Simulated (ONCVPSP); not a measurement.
## Reading a pseudo-wave (Al)

Columns: radius, all-electron u(r) and pseudo u(r) of the 3s shell (level -7.72 eV) of aluminium in the configuration [Ne] 3s2 3p1; PBEsol, scalar-relativistic, ONCV scheme, ONCVPSP 4.0.1.

```json
{"r (bohr)": "0.095", "all-electron": "0.1261", "pseudo": "0.0128"}
{"r (bohr)": "0.190", "all-electron": "-0.0595", "pseudo": "0.0268"}
{"r (bohr)": "0.285", "all-electron": "-0.2181", "pseudo": "0.0432"}
{"r (bohr)": "0.380", "all-electron": "-0.2895", "pseudo": "0.0632"}
{"r (bohr)": "0.475", "all-electron": "-0.2850", "pseudo": "0.0877"}
{"r (bohr)": "0.570", "all-electron": "-0.2293", "pseudo": "0.1174"}
{"r (bohr)": "0.665", "all-electron": "-0.1438", "pseudo": "0.1524"}
{"r (bohr)": "0.760", "all-electron": "-0.0443", "pseudo": "0.1923"}
{"r (bohr)": "0.855", "all-electron": "0.0589", "pseudo": "0.2364"}
{"r (bohr)": "0.950", "all-electron": "0.1588", "pseudo": "0.2835"}
{"r (bohr)": "1.045", "all-electron": "0.2517", "pseudo": "0.3327"}
{"r (bohr)": "1.140", "all-electron": "0.3352", "pseudo": "0.3830"}
{"r (bohr)": "1.235", "all-electron": "0.4085", "pseudo": "0.4332"}
{"r (bohr)": "1.330", "all-electron": "0.4715", "pseudo": "0.4820"}
{"r (bohr)": "1.425", "all-electron": "0.5246", "pseudo": "0.5279"}
{"r (bohr)": "1.520", "all-electron": "0.5685", "pseudo": "0.5690"}
{"r (bohr)": "1.615", "all-electron": "0.6038", "pseudo": "0.6038"}
{"r (bohr)": "1.710", "all-electron": "0.6311", "pseudo": "0.6311"}
{"r (bohr)": "1.805", "all-electron": "0.6510", "pseudo": "0.6510"}
{"r (bohr)": "1.900", "all-electron": "0.6643", "pseudo": "0.6643"}
{"r (bohr)": "1.995", "all-electron": "0.6716", "pseudo": "0.6716"}
{"r (bohr)": "2.090", "all-electron": "0.6738", "pseudo": "0.6738"}
{"r (bohr)": "2.185", "all-electron": "0.6714", "pseudo": "0.6714"}
{"r (bohr)": "2.280", "all-electron": "0.6652", "pseudo": "0.6652"}
{"r (bohr)": "2.375", "all-electron": "0.6556", "pseudo": "0.6556"}
{"r (bohr)": "2.470", "all-electron": "0.6433", "pseudo": "0.6433"}
```

**Question.** How many radial nodes do the two functions have?

**Answer.** The all-electron 3s function has n − l − 1 = 2; the pseudo-wave has 0, since the states of the same l below it are removed with the core.

**Question.** At about which radius was the pseudo-wave matched?

**Answer.** 1.75 bohr. The columns agree to 0.0005 from 1.52 bohr on; several derivatives are matched, so the curves merge somewhat inside the radius.

**Question.** Where does each function peak?

**Answer.** Outermost all-electron maximum near 2.09 bohr, pseudo maximum near 2.09 bohr (to the table’s step).

**Question.** Is the pseudo-wave norm-conserving?

**Answer.** Yes: the ONCV scheme keeps the norm inside the radius equal to the all-electron one, which fixes the energy derivative of the logarithmic derivative at the level.
